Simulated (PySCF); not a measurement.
**Which is lower?**

The two ends of one reaction step of BH₄OF₃, closed shell (PBE0-D4/def2-TZVP).

A:

B1  (0.109, -1.203, -0.070)
H2  (-1.783, 0.812, 1.255)
F3  (-0.794, -1.350, -1.009)
F4  (0.120, -2.025, 0.963)
H5  (0.673, 1.361, -0.903)
O6  (1.027, -0.210, -0.190)
H7  (-1.438, 1.300, 0.806)
F8  (0.451, 2.243, -1.111)
H9  (1.648, -0.163, 0.542)
(Å)

B:

| atom | x (Å) | y (Å) | z (Å) |
| --- | --- | --- | --- |
| B1 | -0.3702 | -0.8711 | -0.0753 |
| H2 | -1.3043 | -0.1008 | -0.2697 |
| F3 | -0.3453 | -1.9568 | -0.8739 |
| F4 | -0.0904 | -1.1151 | 1.2363 |
| H5 | 0.8163 | 0.9540 | -0.2885 |
| O6 | 0.9480 | 0.0340 | -0.5918 |
| H7 | -1.0447 | 1.4489 | 0.2400 |
| F8 | -0.4060 | 2.1345 | 0.2814 |
| H9 | 1.7546 | -0.3106 | -0.1860 |

PySCF 2.14 with density fitting (its default auxiliary sets; JK sets also for MP2 and CCSD(T)); basis: def2-TZVPP; cores frozen in the correlated methods. B3LYP uses VWN-RPA correlation.

Problem. Which structure is lower at CCSD(T), and by how much? (An estimate is asked for; the value comes from the calculation.)

Solution. The calculation gives: A, by 0.764 eV (electronic energy, against the other). By their contacts, A is a complex of BHOF₂ ([OH][B]([F])[F]) + HF + H₂ and B is a complex of BH₃OF₂ ([OH2][BH]([F])[F]) + HF.

All methods give the same order:

```csv
method,E(B) − E(A) (eV)
SPW92,0.355
PBE-D4,0.686
r2SCAN-D4,0.736
PBE0-D4,0.697
B3LYP-D4,0.829
BHLYP-D4,0.831
wB97M-V,0.737
HF,1.089
MP2,0.783
CCSD,0.794
CCSD(T),0.764
```

The T1 diagnostic stays at or below 0.012.

Labels in which every atom is bracketed show which atoms are joined, not bond orders.

For scale, one of the runs: CCSD(T)/def2-TZVPP, 211 basis functions, launched by `OMP_NUM_THREADS=4 python run.py`. Time: 22 min of wall clock on 4 CPU threads of an Intel Xeon; the host was shared. Peak host memory: 4.2 GiB.
